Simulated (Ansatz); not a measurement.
Geometry optimisation, DFT PBE, scalar-relativistic, plane waves, PAW (Ansatz 0.2.0).

input.yaml

```yaml
crystal:
  lattice:
    - [8.1, 0.0, 0.0]
    - [0.0, 5.727565, 0.0]
    - [0.0, 0.0, 15.295674]
  atoms:
    - { symbol: Al, position: [0.25, 0.25, 0.065378] }
    - { symbol: Al, position: [0.75, 0.25, 0.065378] }
    - { symbol: Al, position: [0.25, 0.75, 0.065378] }
    - { symbol: Al, position: [0.75, 0.75, 0.065378] }
    - { symbol: Al, position: [0.0, 0.0, 0.1589921] }
    - { symbol: Al, position: [0.5, 0.0, 0.1589921] }
    - { symbol: Al, position: [0.0, 0.5, 0.1589921] }
    - { symbol: Al, position: [0.5, 0.5, 0.1589921] }
    - { symbol: Al, position: [0.25, 0.25, 0.2526062] }
    - { symbol: Al, position: [0.75, 0.25, 0.2526062] }
    - { symbol: Al, position: [0.25, 0.75, 0.2526062] }
    - { symbol: Al, position: [0.75, 0.75, 0.2526062] }
    - { symbol: Al, position: [0.0, 0.0, 0.3462204] }
    - { symbol: Al, position: [0.5, 0.0, 0.3462204] }
    - { symbol: Al, position: [0.0, 0.5, 0.3462204] }
    - { symbol: Al, position: [0.5, 0.5, 0.3462204] }
    - { symbol: C, position: [0.7389489, 0.5318608, 0.382832] }
    - { symbol: H, position: [0.628294, 0.5176357, 0.4220588] }
    - { symbol: H, position: [0.8496038, 0.5460858, 0.4220588] }
basis:
  ecutwfc: 420.0
kpoints:
  mp_grid: { grid: [2, 3, 1] }
hamiltonian:
  xc: pbe
scf:
  occupations: { method: gaussian, width: 0.05 }
  lower_state_search: "off"
relax:
  f_tol: 0.03
  max_steps: 60
  adjacent_minimum: "off"
  constraints: [{ sites: [0, 1, 2, 3] }]
```

Command:

```bash
$ ansatz run input.yaml --threads 1 --pin off --max-ram 3072MiB --backend cpu --events-out ev --progress --plain --runs-dir out
```

Where does it end, and by what steps?

It converged. The force dipped under the threshold on the way, but the program's further checks kept it going. Limits of this set-up: coarse k mesh, thin slab, slab without dipole correction. After 14 steps the energy has fallen by 2.720 eV; H19 moved furthest, 1.33 Å. Parted: Al15–H19, Al16–H18.

```
step  energy less start (eV)  largest force component (eV/Å)  accepted
   0                  0.0000                           3.239       yes
   1                 -0.9806                           1.852       yes
   2                 -1.4972                           0.560       yes
   3                 -1.6794                           0.824       yes
   4                 -1.8371                           1.107       yes
   5                 -2.0282                           1.114       yes
   6                 -2.2170                           1.152       yes
   7                 -2.4021                           1.188       yes
   8                 -2.6063                           0.861       yes
   9                 -2.6968                           0.280       yes
  10                 -2.7004                           0.293       yes
  11                 -2.7126                           0.173       yes
  12                 -2.7190                           0.106       yes
  13                 -2.7202                           0.009       yes
  14                 -2.7202                           0.009       yes
```

```xyz
19
Lattice="8.1000 0.0000 0.0000 0.0000 5.7276 0.0000 0.0000 0.0000 15.2957" Properties=species:S:1:pos:R:3
Al 2.025 1.432 1.000
Al 6.075 1.432 1.000
Al 2.025 4.296 1.000
Al 6.075 4.296 1.000
Al -0.022 -0.007 2.223
Al 4.073 -0.007 2.222
Al -0.057 2.857 2.356
Al 4.106 2.856 2.353
Al 2.025 1.524 3.718
Al 6.076 1.223 3.626
Al 2.025 4.339 3.803
Al 6.077 4.190 3.769
Al 0.110 0.142 4.984
Al 3.943 0.143 4.982
Al -0.054 2.919 5.051
Al 4.106 2.920 5.049
C 6.076 3.388 5.788
H 6.075 2.404 6.304
H 6.076 4.177 6.557
```

Whether the end is a true minimum wasn't checked by a vibrational analysis.

Run time: 49 s on 1 CPU thread of a shared host.
